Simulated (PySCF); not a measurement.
Species: C2H5AlBN.
Numbering: `[CH:1]#[C:2][BH:3][NH:4][AlH2:5]` (hydrogens: H6 on C1; H7 on B3; H8 on N4; H9, H10 on Al5)

Method: PySCF, PBE0-D3(BJ)/def2-SVP geometry optimisation, gas phase; density fitting, grid level 1; the optimiser is geomeTRIC in internal coordinates, started from a GFN2-xTB structure with every atom displaced at random (about 0.01 Å).

Step 0: E = -10904.7835 eV
```
atom  x, y, z in Å  |  force x, y, z in eV/Å
C1      1.8170    0.4899    0.2488    0.184   0.014   0.000
C2      1.1161   -0.4883    0.0810    0.030  -0.557  -0.049
B3     -0.0782   -1.4506   -0.1416    0.911   0.160   0.143
N4     -1.2012   -0.6882   -0.2068   -2.169  -0.763  -0.336
Al5    -0.6907    1.0497    0.0008    0.286   0.322   0.688
H6      2.5753    1.2153    0.3911    0.395   0.706   0.119
H7      0.0491   -2.6126   -0.2216    0.009  -0.888  -0.079
H8     -2.0938   -1.1752   -0.3500    0.362   0.455   0.080
H9     -0.8702    1.7081    1.4209   -0.059   0.061   0.209
H10    -0.5729    1.9308   -1.2436    0.050   0.490  -0.775
```

Q: Estimate the geometry and energy of step 1. (The exact step hangs on the optimiser's Hessian estimate; all steps are aligned on step 0, rigid shifts and turns removed.)

A: E = -10904.9099 eV, largest force 0.382 eV/Å
```
atom  x, y, z in Å  |  force x, y, z in eV/Å
C1      1.8364    0.4798    0.2476    0.204   0.289   0.038
C2      1.1411   -0.5130    0.0818   -0.066  -0.050  -0.006
B3     -0.0727   -1.4785   -0.1402   -0.235  -0.024  -0.020
N4     -1.2348   -0.7196   -0.2076    0.365   0.110   0.034
Al5    -0.6539    1.0540    0.0192   -0.055   0.057  -0.166
H6      2.5303    1.3002    0.3934   -0.175  -0.180  -0.027
H7      0.0449   -2.6771   -0.2275    0.006   0.035  -0.001
H8     -2.1373   -1.1534   -0.3486   -0.076  -0.041  -0.010
H9     -0.8602    1.7109    1.4553    0.028  -0.033  -0.032
H10    -0.5432    1.9758   -1.2945    0.005  -0.162   0.191
```

The energy changes by -0.1264 eV. The first-order estimate −F·Δx gives -0.3046 eV and the mean of the old and new forces, exact on a quadratic surface, -0.1294 eV. The step makes an angle of 55° with the force vector and moves no atom by more than 0.096 Å.

What follows is the cost of the whole optimisation. Hardware: an Arm Neoverse N1 with one thread, shared host with 64 logical CPUs at a one-minute load of 38. Cost: 46 s of wall time, 0.41 GiB resident at most.
